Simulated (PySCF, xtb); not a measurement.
C5H14Cl2GeSi, SMILES [CH3][Ge]([CH3])([CH3])[CH2]C[SiH](Cl)Cl. One conformer was computed; it need not be the lowest.

Harmonic wavenumbers (cm⁻¹) from GFN2-xTB (xtb 6.7.1) at its own minimum, in rising order: 15, 37, 53, 59, 95, 102, 109, 116, 118, 155, 157, 160, 167, 197, 224, 251, 457, 510, 527, 580, 581, 599, 629, 645, 672, 708, 737, 741, 770, 802, 802, 803, 821, 1055, 1058, 1181, 1256, 1293, 1321, 1322, 1326, 1459, 1463, 1464, 1465, 1469, 1471, 1473, 1474, 2270, 2948, 2965, 2970, 2981, 3022, 3023, 3024, 3024, 3026, 3027, 3028, 3030, 3031.

Question: What does PBE0-D3(BJ)/def2-SVP run with PySCF give at its own minimum? (Estimate from the structure and the level; the computed values follow.)

Answer: 20, 38, 55, 77, 115, 125, 131, 134, 138, 173, 175, 183, 190, 220, 245, 288, 513, 573, 584, 612, 616, 628, 641, 695, 698, 735, 768, 780, 817, 828, 830, 831, 869, 1044, 1068, 1143, 1249, 1250, 1260, 1269, 1280, 1412, 1428, 1429, 1430, 1433, 1439, 1442, 1444, 2273, 3052, 3058, 3060, 3060, 3061, 3108, 3123, 3167, 3168, 3168, 3169, 3169, 3170. Paired by order, the mean absolute difference is 46 cm⁻¹ and the zero-point energies are 109.1 and 111.7 kcal/mol.
